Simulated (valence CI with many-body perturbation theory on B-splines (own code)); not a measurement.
# E1 line list for Sm13+

Level of theory: configuration interaction combined with many-body perturbation theory (CI+MBPT): three valence electrons over a frozen Dirac-Fock core [Kr] 4d10, radial functions for each j: 7 s, 7 p, 7 d, 7 f, 4 g, 2 h, with the one-electron correlation potential Σ1, the two-electron term Σ2, the three-electron term Σ3, Breit, model QED; selected CI, second order for the rest, scaled by the run's own slope (own B-spline code, finite nucleus).

No measured spectrum was set against this ion. As an estimate, terms of the open shell hold to a few per cent of their energy, and close levels can change places; configurations with another count of f electrons can be misplaced by thousands of cm⁻¹.

Lines 101 to 150 of 581 in falling wavelength, among levels below 527450 cm⁻¹, chosen from the strongest by gf and those to the six lowest levels. Wavelengths and rates use the calculated energies, so an error of 2000 cm⁻¹ moves a line at 50.64 nm by 1 % and its rate by three times that or more. Electric multipoles are in the length gauge, E1 and E2 with the static RPA response of the core. Weak lines are less certain than strong ones. Lines between different terms over intervals too small for the method are left out, as are lines whose strength nearly cancels. Where a level lies close to another of its J and parity, the split of strength between their lines is uncertain. The highest levels of a list are the least certain.

Names give the largest LS component (configuration and term), which can be under half, so a name can repeat, a term be missing and a line seem to break the LS rules; names also repeat where a configuration has a term twice. Letters in brackets count levels of one name in rising energy.

```
λ vac (nm)               Upper              Lower   A (s⁻¹)  S (a.u.)
     50.64   4f²5p ²D°_5/2 [a]       4f²5s ⁴P_3/2  6.54e+08  2.52e-01
     50.55   4f²5p ²G°_9/2 [a]       4f²5s ²H_9/2  5.64e+08  3.60e-01
     50.53   4f²5p ²D°_3/2 [a]       4f²5s ⁴F_3/2  9.00e+08  2.29e-01
     50.49   4f²5p ²G°_9/2 [a]       4f²5s ⁴F_7/2  8.90e+08  5.65e-01
     50.49   4f²5p ²F°_7/2 [a]       4f²5s ²G_7/2  6.13e+08  3.11e-01
     50.47  4f²5p ⁴G°_11/2 [a]      4f²5s ⁴H_13/2  3.30e+09  2.51e+00
     50.46   4f²5p ²H°_9/2 [a]       4f²5s ²G_9/2  1.94e+09  1.23e+00
     50.25       4f²5p ⁴S°_3/2       4f²5s ⁴P_3/2  4.51e+08  1.13e-01
     50.22   4f²5p ⁴D°_7/2 [a]       4f²5s ⁴F_9/2  1.45e+09  7.24e-01
     50.10       4f²5p ⁴H°_7/2       4f²5s ⁴H_7/2  2.29e+09  1.14e+00
     50.08      4f²5p ⁴I°_11/2       4f²5s ⁴H_9/2  1.37e+09  1.02e+00
     50.03      4f²5p ⁴H°_13/2      4f²5s ⁴H_13/2  3.14e+09  2.72e+00
     49.95   4f²5p ⁴H°_9/2 [a]       4f²5s ⁴H_9/2  9.05e+08  5.57e-01
     49.94       4f5p² ²G°_7/2  4f5s5p ²F_7/2 [b]  2.60e+08  1.28e-01
     49.83   4f²5p ⁴D°_3/2 [a]       4f²5s ²D_5/2  4.57e+08  1.12e-01
     49.83   4f²5p ⁴F°_5/2 [a]       4f²5s ⁴F_3/2  1.12e+08  4.11e-02
     49.76   4f²5p ⁴D°_7/2 [a]       4f²5s ²H_9/2  1.68e+09  8.16e-01
     49.74   4f²5p ²H°_9/2 [a]       4f²5s ²G_7/2  1.17e+09  7.13e-01
     49.51  4f²5p ⁴G°_11/2 [a]      4f²5s ⁴H_11/2  1.99e+08  1.43e-01
     49.42   4f²5p ²F°_7/2 [a]       4f²5s ⁴F_9/2  3.07e+08  1.46e-01
     49.39   4f²5p ⁴H°_9/2 [a]       4f²5s ⁴H_7/2  5.29e+06  3.15e-03
     49.20   4f²5p ⁴D°_7/2 [a]       4f²5s ⁴F_5/2  6.79e+08  3.19e-01
     49.09      4f²5p ⁴H°_13/2      4f²5s ⁴H_11/2  6.56e+08  5.37e-01
     49.05   4f5p² ⁴G°_5/2 [a]  4f5s5p ²F_5/2 [a]  2.01e+09  7.04e-01
     48.97   4f²5p ⁴G°_5/2 [a]       4f²5s ⁴H_7/2  1.34e+08  4.66e-02
     48.80   4f²5p ²G°_9/2 [a]      4f²5s ⁴H_11/2  4.79e+08  2.75e-01
     48.74       4f5p² ⁴F°_9/2  4f5s5p ²G_9/2 [a]  6.40e+08  3.66e-01
     48.70   4f²5p ²H°_9/2 [a]       4f²5s ⁴F_9/2  1.78e+08  1.02e-01
     48.70   4f²5p ⁴G°_7/2 [a]       4f²5s ⁴H_9/2  1.29e+08  5.86e-02
     48.69  4f²5p ⁴G°_11/2 [a]       4f²5s ⁴H_9/2  7.17e+07  4.90e-02
     48.67       4f5p² ⁴D°_5/2  4f5s5p ²D_5/2 [a]  1.70e+09  5.80e-01
     48.43   4f5p² ⁴D°_7/2 [b]  4f5s5p ²F_7/2 [b]  1.08e+09  4.85e-01
     48.21       4f5p² ²G°_7/2      4f5s5p ⁴D_5/2  9.71e+08  4.30e-01
     48.17       4f5p² ⁴G°_9/2  4f5s5p ²F_7/2 [b]  2.35e+08  1.30e-01
     48.17   4f5p² ⁴G°_5/2 [b]      4f5s5p ⁴D_5/2  2.10e+09  6.95e-01
     48.16   4f²5p ⁴G°_7/2 [a]       4f²5s ⁴H_7/2  4.37e+06  1.93e-03
     48.13       4f5p² ²G°_7/2      4f5s5p ⁴G_9/2  2.36e+08  1.04e-01
     48.01   4f²5p ²G°_9/2 [a]       4f²5s ⁴H_9/2  4.13e+07  2.25e-02
     47.93   4f5p² ²F°_7/2 [a]  4f5s5p ²D_5/2 [a]  1.33e+09  5.80e-01
     47.92   4f5p² ⁴D°_7/2 [a]  4f5s5p ²G_7/2 [a]  4.62e+09  2.01e+00
     47.78   4f5p² ²D°_3/2 [b]  4f5s5p ²D_3/2 [a]  2.18e+09  4.69e-01
     47.74       4f5p² ⁴F°_3/2      4f5s5p ⁴D_3/2  2.22e+09  4.76e-01
     47.62   4f²5p ²P°_1/2 [b]       4f²5s ²S_1/2  3.01e+09  3.21e-01
     47.61   4f²5p ²D°_5/2 [a]       4f²5s ²F_7/2  7.96e+08  2.55e-01
     47.58       4f5p² ²G°_7/2  4f5s5p ⁴F_7/2 [b]  2.85e+09  1.21e+00
     47.54   4f5p² ⁴G°_5/2 [b]  4f5s5p ⁴F_7/2 [b]  2.50e+09  7.97e-01
     47.49   4f²5p ²G°_9/2 [a]       4f²5s ⁴H_7/2  1.25e+08  6.61e-02
     47.35        5s5p² ²D_3/2      5s²5p ²P°_3/2  6.26e+08  1.31e-01
     47.33       4f5p² ⁴D°_5/2  4f5s5p ²F_7/2 [b]  2.75e+09  8.62e-01
     47.30   4f²5p ⁴D°_7/2 [a]       4f²5s ⁴H_9/2  2.66e+06  1.11e-03
```
